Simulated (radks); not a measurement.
Results of a calculation; reference values are marked as such.
Question: The table gives one normalised radial function P(r) = r R(r) of Sn49+ in 1s1 (r in bohr). Code: a radial shooting solver on a logarithmic mesh with Libxc functionals. Model: scalar-relativistic Kohn-Sham, PBEsol, spin-polarised, spherical densities, finite nucleus; open shells are filled with parallel spins first (spin-orbit coupling, left out, can overturn this in heavy ions); Fermi nuclear charge, rms radius 4.6519 fm.

r	P
0.002131	1.6026
0.002481	1.8143
0.002865	2.0351
0.003336	2.2899
0.003883	2.5668
0.004521	2.8642
0.005221	3.1623
0.006078	3.4902
0.007075	3.8250
0.008237	4.1577
0.009513	4.4603
0.01107	4.7522
0.01289	4.9988
0.01501	5.1803
0.01733	5.2735
0.02018	5.2696
0.02349	5.1443
0.02735	4.8874
0.03184	4.4990
0.03677	4.0211
0.0428	3.4267
0.04983	2.7794
0.05801	2.1285
0.067	1.5545
0.07799	1.0346
0.0908	0.6294
0.1057	0.3448

Which n and l does it have? It may be an empty orbital.

Answer: n = 1, l = 0: the number of nodes gives n - l - 1 = 0, the rise at small r (about r^(l+1), flatter next to the nucleus through relativity) gives l, and the extent must fit the shell. The curve is that of 1s up; the table hardly tells the two spins apart. 1s up: eigenvalue -34874 eV, 0 radial nodes, <r> = 0.0286 bohr, 90 % of the charge inside 0.0514 bohr.
